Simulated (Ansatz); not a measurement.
The cluster ZnI₂⁻ was relaxed with r2SCAN-D4 (def2-TZVPD) in Ansatz in these states: charge -1 doublet, charge -1 quartet. The geometries follow in no particular order.

In the def2 sets I takes a core potential; there is no spin–orbit coupling.

A:

```xyz
3

Zn   -0.3184   -0.7292    0.4037
I     2.0395   -0.7870   -0.7989
I    -1.7211    1.5162    0.3952
```

B:

```xyz
3

Zn    0.523   -1.423   -0.164
I    -1.703    0.125    0.573
I     1.179    1.298   -0.410
```

Q: Judge from the bond lengths which geometry belongs to which state (an estimate).

A: A is the charge -1 doublet (Zn1–I3 2.648 Å, Zn1–I2 2.648 Å); B is the charge -1 quartet (Zn1–I3 2.810 Å, Zn1–I2 2.810 Å).

At r2SCAN-D4/def2-TZVPD the highest occupied level of the charge -1 quartet lies above zero (up to 1.67 eV). It is a level of α spin, whose loss leaves a triplet; that state wasn't run at this geometry and level. The electron is either unbound and held by the finite basis, or the level is raised by self-interaction error. At PBE0-D4/def2-TZVPD a doublet lies 3.96 eV below the charge -1 quartet. In the quartet, I2 and I3 lie 3.26 Å apart (atoms count from 1), so these atoms are partly bonded to each other. These are the stationary points nearest to one start from a short search; other shapes may lie lower in each state.
